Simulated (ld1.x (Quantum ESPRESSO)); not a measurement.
Ca: PAW pseudisation with LDA (PZ), fully relativistic reference atom.

- Element: calcium (Ca)
- Generator: ld1.x (Quantum ESPRESSO) 7.5
- Type: PAW
- Functional: LDA (PZ)
- Relativity: fully relativistic
- Frozen core: [Ne] 3s2
- Valence charge: 8
- Reference configuration: 3p6 3d0 4s0 4p0 (charge +2)
- Partial waves: 4s (bound, empty): rcut 2.75, rcutus 3.00 bohr; 4s channel at 1.1 Ry: rcut 2.75, rcutus 3.00 bohr; 3p (bound): rcut 1.65, rcutus 1.90 bohr; 4p (bound, empty): rcut 1.65, rcutus 1.90 bohr; 3d (bound, empty): rcut 2.85, rcutus 3.40 bohr; 3d channel at 2.05 Ry: rcut 2.85, rcutus 3.40 bohr
- Local potential: all-electron potential smoothed inside 1.45 bohr (lloc = -2)
- Core correction: Bessel-smoothed model core inside 1.40 bohr
- Augmentation charge: BESSEL, radius 1.55 bohr

Open shells are filled in proportion to 2j + 1 (rel_dist='average').

All-electron outer shells of the reference configuration (LDA (PZ), scalar-relativistic, ld1.x):

```tsv
shell	level (eV)	outermost node (bohr)	outermost maximum (bohr)
3s	-62.07	0.45	0.99
3p	-43.12	0.42	1.04
3d	-16.12	–	1.21
4s	-14.41	1.40	2.83
4p	-10.49	1.55	3.33
```

What the tests gave:

```
Configuration tests : test run stopped at test 1 of 7 (negative rho)
```

The ghost test of this file was not conclusive.

Generation and tests took about 1.1 s on one core of a shared server CPU.
